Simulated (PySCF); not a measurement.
FLi, charge -1, doublet (typed; the unrestricted solution is spin-contaminated), geometry from GFN2-xTB (such geometries of metal compounds can be far from the true shape) (a state made from the parent by changing its charge; the spin is typed, not shown lowest); M06L/def2-SVP (PySCF).

Input for PySCF:
```python
from pyscf import gto, scf, dft

mol = gto.Mole()
mol.atom = '''
    Li   -0.000000   -0.000000   -1.397557
    F     0.000000    0.000000    0.465852
'''
mol.basis = 'def2-svp'
mol.charge = -1
mol.spin = 1
mol.verbose = 4
mol.build()

mf = dft.UKS(mol)
mf.xc = 'm06l'
mf.kernel()
```

Output, abridged:

```
PySCF version 2.14.0

[INPUT] verbose = 4
[INPUT] num. atoms = 2
[INPUT] num. electrons = 13
[INPUT] charge = -1
[INPUT] spin (= nelec alpha-beta = 2S) = 1
[INPUT] symmetry False subgroup None
[INPUT] Mole.unit = angstrom
[INPUT] Symbol           X                Y                Z      unit          X                Y                Z       unit  Magmom
[INPUT]  1 Li     0.000000000000   0.000000000000  -1.397557000000 AA    0.000000000000   0.000000000000  -2.640999973469 Bohr   0.0
[INPUT]  2 F      0.000000000000   0.000000000000   0.465852000000 AA    0.000000000000   0.000000000000   0.880332694581 Bohr   0.0

nuclear repulsion = 7.66755161901654
number of shells = 11
number of NR pGTOs = 40
number of NR cGTOs = 23
basis = def2-svp
ecp = {}

******** <class 'pyscf.dft.uks.UKS'> ********
method = UKS
initial guess = minao
damping factor = 0
level_shift factor = 0
DIIS = <class 'pyscf.scf.diis.CDIIS'>
diis_start_cycle = 1
diis_space = 8
diis_damp = 0
SCF conv_tol = 1e-09
SCF conv_tol_grad = None
SCF max_cycles = 50
direct_scf = True
direct_scf_tol = 1e-13
number electrons alpha = 7  beta = 6
XC library pyscf.dft.libxc version 7.1.2
    S. Lehtola, C. Steigemann, M. J. T. Oliveira, and M. A. L. Marques,  SoftwareX 7, 1–5 (2018)
XC functionals = m06l
    Y. Zhao and D. G. Truhlar,  J. Chem. Phys. 125, 194101 (2006)
    Y. Zhao and D. G. Truhlar,  J. Chem. Phys. 125, 194101 (2006)
    Y. Zhao and D. G. Truhlar,  Theor. Chem. Acc. 120, 215 (2008)
radial grids:
    Treutler-Ahlrichs [JCP 102, 346 (1995); DOI:10.1063/1.469408] (M4) radial grids

becke partition: Becke, JCP 88, 2547 (1988); DOI:10.1063/1.454033
pruning grids: <function nwchem_prune>
grids dens level: 3
symmetrized grids: False
atomic radii adjust function: <function treutler_atomic_radii_adjust>
small_rho_cutoff = 0
Set gradient conv threshold to 3.16228e-05
tot grids = 27984
init E= -107.105033904128

cycle= 1 E= -107.161593717087  delta_E= -0.0566  |g|= 0.579  |ddm|= 0.643
cycle= 2 E= -103.985162904183  delta_E= 3.18  |g|=  2.5  |ddm|= 6.29
cycle= 3 E= -107.296532744002  delta_E= -3.31  |g|= 0.0574  |ddm|= 5.98

cycle= 4 E= -106.824266192953  delta_E= 0.472  |g|= 0.605  |ddm|= 2.15

cycle= 5 E= -106.85707823664  delta_E= -0.0328  |g|= 0.554  |ddm|= 0.104

cycle= 6 E= -106.890596929705  delta_E= -0.0335  |g|= 0.496  |ddm|= 0.13

cycle= 7 E= -107.296772633701  delta_E= -0.406  |g|= 0.0963  |ddm|= 2.03

cycle= 8 E= -107.300847719443  delta_E= -0.00408  |g|= 0.0752  |ddm|= 0.195

cycle= 9 E= -106.726287430518  delta_E= 0.575  |g|= 0.712  |ddm|= 2.66

cycle= 10 E= -106.883965551227  delta_E= -0.158  |g|= 0.501  |ddm|= 1.38

cycle= 11 E= -106.863619310453  delta_E= 0.0203  |g|= 0.54  |ddm|= 0.183

cycle= 12 E= -106.849479047214  delta_E= 0.0141  |g|= 0.559  |ddm|= 0.436

cycle= 13 E= -106.860307155642  delta_E= -0.0108  |g|= 0.541  |ddm|= 0.105

cycle= 14 E= -106.849173169085  delta_E= 0.0111  |g|= 0.557  |ddm|= 0.121

cycle= 15 E= -106.855318609264  delta_E= -0.00615  |g|= 0.548  |ddm|= 0.301

cycle= 16 E= -106.848973726248  delta_E= 0.00634  |g|= 0.558  |ddm|= 0.127

cycle= 17 E= -106.985718546902  delta_E= -0.137  |g|= 0.149  |ddm|= 6.92

cycle= 18 E= -107.163185830302  delta_E= -0.177  |g|= 0.566  |ddm|= 7.58

cycle= 19 E= -107.217917599263  delta_E= -0.0547  |g|= 0.426  |ddm|= 0.264

cycle= 20 E= -107.021651605388  delta_E= 0.196  |g|= 0.295  |ddm|= 5.52

cycle= 21 E= -107.021872796171  delta_E= -0.000221  |g|= 0.324  |ddm|= 0.401

cycle= 22 E= -106.128556840659  delta_E= 0.893  |g|= 0.817  |ddm|=  2.3

cycle= 23 E= -106.125009041605  delta_E= 0.00355  |g|= 0.825  |ddm|= 0.0328

cycle= 24 E= -106.122062832007  delta_E= 0.00295  |g|= 0.827  |ddm|= 0.0215

cycle= 25 E= -106.105512782689  delta_E= 0.0166  |g|= 0.85  |ddm|= 0.207

cycle= 26 E= -106.123970352338  delta_E= -0.0185  |g|= 0.821  |ddm|= 0.141

cycle= 27 E= -107.242214630577  delta_E= -1.12  |g|= 0.379  |ddm|= 6.31

cycle= 28 E= -107.254541368551  delta_E= -0.0123  |g|= 0.317  |ddm|= 0.223

cycle= 29 E= -107.268281817967  delta_E= -0.0137  |g|= 0.276  |ddm|= 0.142

cycle= 30 E= -106.969779070888  delta_E= 0.299  |g|= 0.269  |ddm|= 1.45

cycle= 31 E= -106.969572651089  delta_E= 0.000206  |g|= 0.333  |ddm|= 0.376

cycle= 32 E= -106.97466125826  delta_E= -0.00509  |g|= 0.33  |ddm|= 0.112

cycle= 33 E= -107.26613836878  delta_E= -0.291  |g|= 0.275  |ddm|= 1.37

cycle= 34 E= -106.946531922182  delta_E= 0.32  |g|= 0.374  |ddm|= 1.53

cycle= 35 E= -106.946547876913  delta_E= -1.6e-05  |g|= 0.372  |ddm|= 0.0223

cycle= 36 E= -107.26901769174  delta_E= -0.322  |g|= 0.253  |ddm|= 1.56

cycle= 37 E= -107.270296629259  delta_E= -0.00128  |g|= 0.242  |ddm|= 0.262

cycle= 38 E= -107.271244785438  delta_E= -0.000948  |g|= 0.235  |ddm|= 0.0635

cycle= 39 E= -107.273560085909  delta_E= -0.00232  |g|= 0.226  |ddm|= 0.0819

cycle= 40 E= -107.282779600582  delta_E= -0.00922  |g|= 0.163  |ddm|= 0.538

cycle= 41 E= -106.982186403514  delta_E= 0.301  |g|= 0.417  |ddm|= 5.55

cycle= 42 E= -106.953613223325  delta_E= 0.0286  |g|= 0.394  |ddm|= 2.29

cycle= 43 E= -106.988507583791  delta_E= -0.0349  |g|= 0.379  |ddm|= 1.94

cycle= 44 E= -106.945288486309  delta_E= 0.0432  |g|= 0.419  |ddm|= 1.63

cycle= 45 E= -106.987624385082  delta_E= -0.0423  |g|= 0.401  |ddm|= 1.57

cycle= 46 E= -107.001005482941  delta_E= -0.0134  |g|= 0.393  |ddm|= 2.13

cycle= 47 E= -107.290032833061  delta_E= -0.289  |g|= 0.164  |ddm|= 4.42

cycle= 48 E= -107.292047816873  delta_E= -0.00201  |g|= 0.154  |ddm|= 0.251

cycle= 49 E= -107.295319234671  delta_E= -0.00327  |g|= 0.126  |ddm|= 0.114

cycle= 50 E= -106.885056366817  delta_E= 0.41  |g|= 0.505  |ddm|= 1.56
SCF not converged.
SCF energy = -106.885056366817 after 50 cycles  <S^2> = 1.1758861  2S+1 = 2.3882094
```

The run did not converge; its last values are not results.
